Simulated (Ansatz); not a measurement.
Job for Ansatz (a quantum-chemistry and plane-wave program): U-B97M-V/def2-TZVPP on CH3O (SMILES C[O]).

Ansatz 0.2 input:
```yaml
crystal:
  periodic: [false, false, false]
  atoms:
    - {symbol: C, position_ang: [-0.03975157, 0.01370869, -0.03567005]}
    - {symbol: O, position_ang: [1.30002102, -0.22432244, -0.10332969]}
    - {symbol: H, position_ang: [-0.30919073, -0.12895340, 1.02980838]}
    - {symbol: H, position_ang: [-0.31100261, 1.04913560, -0.28565951]}
    - {symbol: H, position_ang: [-0.64017611, -0.70956846, -0.60524913]}
basis:
  gaussian:
    orbitals: def2-TZVPP
hamiltonian:
  xc: {name: B97M-V}
magnetization: {spin_polarized: true, initial_magnetization: 1}
```

It printed:

```
WARN ansatz: RAYON_NUM_THREADS=1 ignored (pool sized by the plan → 1); use --threads N
Functional definition: B97M-V
integrals: 0.02 GiB planned
508 factors; their error is unknown
mean field: 0.35 GiB planned
mean field evaluation 1: about -3128.1742 eV, gradient 2.7e1 eV
mean field evaluation 2: about -3126.9162 eV, gradient 3.1e1 eV
mean field evaluation 4: about -3131.3272 eV, gradient 2.8e0 eV
mean field evaluation 8: about -3131.3482 eV, gradient 3.0e-2 eV
mean field evaluation 16: about -3131.3483 eV, gradient 6.5e-5 eV
mean field -3131.34825215 eV, -115.0749257625 hartree, gradient 8.3e-6 eV, S^2 0.754426; 2 other end points of the search recorded, 0 dependent functions left out
reference -3131.34829023 eV, -115.0749271619 hartree; 9, 8 occupied and 95, 96 virtual orbitals, 508 factors
Total energy: -3131.34829023 eV, -115.0749271619 hartree
```

Self-consistency was reached.

Cost: roughly 16 core-seconds.
